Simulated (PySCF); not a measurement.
CH7FOSi2, SMILES O[Si@@H](F)C[SiH3].

Coordinates come from a PBE-D3(BJ)/def2-SVP optimisation. The structure was generated by enumeration; whether it is a known compound was not checked. Other conformers were not sampled.

Method: TDA-PBE0/def2-SVPD in PySCF.

Vertical excitations. Isolated molecule, no solvent.

Computed lowest excited states:
```tsv
state	energy (eV)	λ (nm)	f	main pairs
S1	7.78	159	0.021	HOMO→LUMO 89 %
S2	8.09	153	0.014	HOMO→LUMO+1 89 %
S3	8.23	151	0.054	HOMO→LUMO+2 88 %
S4	8.49	146	0.012	HOMO−1→LUMO 41 %, HOMO−2→LUMO 17 %, HOMO−1→LUMO+1 12 %, HOMO−3→LUMO 7 %
S5	8.50	146	0.027	HOMO−4→LUMO 43 %, HOMO−3→LUMO 24 %, HOMO−2→LUMO 18 %
S6	8.56	145	0.041	HOMO−2→LUMO 39 %, HOMO−1→LUMO 19 %, HOMO−1→LUMO+1 16 %, HOMO−2→LUMO+1 7 %
S7	8.65	143	0.006	HOMO−1→LUMO+1 48 %, HOMO−1→LUMO 22 %, HOMO−1→LUMO+2 10 %
S8	8.75	142	0.020	HOMO−2→LUMO+1 62 %, HOMO−2→LUMO 14 %, HOMO−2→LUMO+2 10 %
S9	8.80	141	0.049	HOMO→LUMO+3 69 %
S10	8.84	140	0.021	HOMO−2→LUMO+2 33 %, HOMO−3→LUMO 28 %, HOMO−4→LUMO 21 %
T1	7.45	166	0	HOMO→LUMO 74 %
T2	7.68	161	0	HOMO→LUMO+1 74 %
T3	7.74	160	0	HOMO→LUMO+2 72 %
T4	7.99	155	0	HOMO−1→LUMO+1 29 %, HOMO−1→LUMO 27 %, HOMO−2→LUMO+1 6 %, HOMO−3→LUMO 6 %
```
Triplets are in the Tamm–Dancoff approximation.
